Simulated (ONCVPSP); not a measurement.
## lutetium (Lu) ONCV: all-electron and pseudo phase curves

* Element: Lu (Z = 71)
* Generator: ONCVPSP 4.0.1
* Type: optimised norm-conserving Vanderbilt (ONCV)
* Functional: PBE
* Relativity: scalar-relativistic
* Frozen core: [Kr] 4d10
* Valence charge: 25
* Reference configuration: 4f14 5s2 5p6 5d2 6s1
* Partial waves: 5s+6s: rc 1.85 bohr, ncon 4, nbas 8, qcut 7 1/bohr, 2 projectors; 5p: rc 2.10 bohr, ncon 5, nbas 9, qcut 8.3 1/bohr, 3 projectors, debl 3.5 Ha; 5d: rc 2.85 bohr, ncon 4, nbas 8, qcut 6.5 1/bohr, 2 projectors, debl 1.4 Ha; 4f: rc 0.65 bohr, ncon 4, nbas 8, qcut 29.8 1/bohr, 2 projectors, debl 1.7 Ha
* Local potential: polynomial inside 0.50 bohr (lpopt 5, dvloc0 1 Ha)
* Core correction: Teter function fitted to the true core (icmod 2), fcfact 0.6

The phase is arctan(r·R′/R) of the radial function R(r), unwrapped; energies in Ha, scanned from -4 to 5 Ha. A pole is an energy at which the radial function vanishes at the test radius. The pseudo phase is shifted by a multiple of π to meet the all-electron one at the reference energy, and phase errors are pseudo minus all-electron; the curves can meet again beyond the range given. Levels narrower than the energy grid can be missing from the lists of poles.

Q: For each channel, where are the poles, and over which energies does the pseudopotential scatter like the atom?

A:

```
channel  radius (bohr)  reference energy (Ha)  poles, all-electron  poles, pseudo  unbroken range about the reference energy with phases within 0.05 rad  phase error 1 Ha above the reference energy (rad)
      s           1.88                  -0.16                -1.84    -1.84, 0.85                                                              below 0.7                                             -0.763
      p           2.14                  -1.13          -0.78, 4.68    -0.78, 4.68                                                        the whole range                                             +0.000
      d           2.90                  -0.05           0.30, 2.90     0.30, 2.91                                                              below 4.3                                             -0.000
      f           0.66                  -0.32                 none           none                                                        the whole range                                             -0.000
```

Note: ghosts flagged at negative energy: s at -1329.8 eV, p at -555.1 eV, f at -7.0 eV; GHOST(+) flagged for s at 23.1 eV, d at 54.2 eV. A true bound ghost makes a file unfit for plane-wave use.

Phases in the d channel:

```
E (Ha)  all-electron  pseudo
 -3.98         1.431   1.431
 -3.74         1.426   1.426
 -3.50         1.420   1.420
 -3.26         1.413   1.413
 -3.02         1.406   1.406
 -2.78         1.398   1.398
 -2.54         1.388   1.388
 -2.30         1.377   1.377
 -2.06         1.363   1.363
 -1.82         1.346   1.346
 -1.58         1.324   1.324
 -1.34         1.295   1.295
 -1.10         1.254   1.254
 -0.86         1.188   1.188
 -0.62         1.063   1.063
 -0.38         0.717   0.717
 -0.14        -0.564  -0.564
  0.10        -1.363  -1.363
  0.34        -1.603  -1.603
  0.58        -1.761  -1.761
  0.82        -1.964  -1.964
  1.06        -2.446  -2.447
  1.30        -3.633  -3.634
  1.54        -4.246  -4.246
  1.78        -4.451  -4.451
  2.02        -4.551  -4.549
  2.26        -4.612  -4.612
  2.50        -4.656  -4.655
  2.74        -4.691  -4.691
  2.98        -4.723  -4.721
  3.22        -4.753  -4.752
  3.46        -4.787  -4.784
  3.70        -4.828  -4.822
  3.94        -4.886  -4.875
  4.18        -4.986  -4.960
  4.42        -5.225  -5.140
  4.66        -6.139  -5.726
  4.90        -7.252  -7.008
```
